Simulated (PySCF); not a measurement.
Working out the excitation energy of C

C [He] 2s2 2p2 (3P) → C [He] 2s2 2p1 3s1 (3P). Calculation: PySCF 2.14, in aug-cc-pwCVTZ (7s6p4d2f, 59 functions); the non-relativistic Hamiltonian (point nucleus). Frozen: nothing. Energies in hartree (1 hartree = 27.21139 eV):

```tsv
part	C (lower)	C (upper)
UHF	-37.691872	-37.414212
MP2 opposite-spin	-0.097283	-0.093674
MP2 same-spin	-0.017016	-0.009899
```

Question: What does Hartree-Fock give?

Answer: (-37.414212) − (-37.691872) = 0.277660 hartree = 7.556 eV.

Question: What do MP2 and SCS-MP2 (6/5 opposite-spin, 1/3 same-spin) give?

Answer: The opposite-spin parts differ by 0.098 eV and the same-spin parts by 0.194 eV. MP2: 7.556 + (0.098) + (0.194) = 7.848 eV. SCS-MP2: 7.556 + 1.2 × (0.098) + (0.194)/3 = 7.738 eV.

Measured between the centres of the two terms (NIST): 7.482 eV, so MP2 (valence and next inner shell) is off by 0.366 eV.

What remains against the reference includes basis incompleteness and correlation beyond second order.
